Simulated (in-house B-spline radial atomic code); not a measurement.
# Solving the quasi-particle equation for 5s up of the iodine ion I⁶⁺

Configuration [Kr] 4d10 5s1, highest spin, start LDA VWN5. Computed with a B-spline radial code for spherical atoms: all electrons, scalar-relativistic (spin-free one-electron X2C), finite nucleus, each spin shell either full or empty, empty states to l = 9 with an (l + 1/2)⁻⁴ tail; G0W0 by contour deformation at full frequency.

At the mean-field level ε = -82.879 eV the matrix elements are Σx = -21.784 eV, v_xc = -18.434 eV and Σc(ε) = -2.562 eV, and the slope of the correlation self-energy is dΣc/dω = -0.0341. The quasi-particle energy solves E = ε + Σx − v_xc + Σc(E).

(1) What does the linearised equation give?

(2) How does that compare with the full solution and with static screening?

## Answers

(1) Z = 1/(1 − dΣc/dω) = 1/1.0341 = 0.9670. The first-order shift is Σx − v_xc + Σc(ε) = -21.784 − (-18.434) + (-2.562) = -5.912 eV, so E ≈ ε + Z × shift = -82.879 + 0.9670 × (-5.912) = -88.596 eV.

(2) Solving the equation at full frequency dependence gives E = -88.611 eV, where Σc = -2.381 eV and the weight is 0.971; the linearised value is off by 15 meV. Leaving Z out would give -88.791 eV. Static COHSEX puts -4.240 eV in place of Σc and gives -90.469 eV, 1.86 eV deeper.
